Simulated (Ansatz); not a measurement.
`NB(O)O[SiH3]` + HCl → `OB(Cl)O[SiH3]` + NH₃  (ligand exchange at a B–N bond)

Computed with Ansatz on PBE0-D4/def2-TZVP structures; ΔE is electronic, products minus reactants. CCSD(T)/CBS is the MP2 limit (def2-TZVPP, def2-QZVPP) plus CCSD(T) − MP2 in def2-TZVPP, frozen cores. This one scheme is used for every species. DFT in def2-TZVPP. B3LYP here is the variant with VWN-RPA as its local correlation; programs differ in this. Each species was taken in one conformer, which may not be the lowest.

| level | ΔE (kcal/mol) | difference from CCSD(T)/CBS |
| --- | --- | --- |
| PBE-D4 | 0.4 | -1.0 |
| B3LYP-D4 | 1.7 | 0.3 |
| r2SCANh-D4 | 1.2 | -0.2 |
| BHLYP-D4 | 2.4 | 1.0 |
| CAM-B3LYP-D4 | 2.7 | 1.3 |
| PBE-QIDH | 1.3 | -0.1 |
| BLYP | 1.0 | -0.4 |
| B3LYP | 1.8 | 0.4 |
| r2SCANh | 1.1 | -0.3 |
| BHLYP | 2.6 | 1.2 |
| LC-ωPBE | 2.1 | 0.7 |
| MP2/def2-SVP | 0.9 | -0.5 |
| CCSD/def2-SVP | 1.8 | 0.4 |
| CCSD(T)/def2-SVP | 1.4 | 0.0 |
| MP2/def2-TZVPP | 0.8 | -0.6 |
| HF/def2-QZVPP | 2.8 | 1.4 |
| CCSD(T)/CBS | 1.4 | 0 |

Q: What do rigid-rotor, harmonic-oscillator terms from PBE0-D4/def2-TZVP frequencies (298.15 K, 1 bar) make of the CCSD(T)/CBS value? (Best estimate.)

A: The calculation gave: ΔZPE = +1.3 kcal/mol, ΔH = +2.8 kcal/mol, ΔS = 8 J/(mol·K), ΔG = +2.2 kcal/mol.

Largest T1 diagnostic among the species: 0.012.

In def2-TZVPP, CCSD(T) changes the Hartree–Fock value by −1.1 kcal/mol (the triples alone add −0.5 kcal/mol) and MP2 by −1.9 kcal/mol. From PBE to PBE0 (25 % exact exchange), in def2-TZVPP and without D4, ΔE moves by +0.8 kcal/mol. Leaving LDA and LC-ωPBE aside and taking each functional with its dispersion term where it has one, the values, not all of them listed here, spread over 2.6 kcal/mol, from revPBE-D4 to CAM-B3LYP-D4. LDA lies +2.4 kcal/mol from PBE without D4.
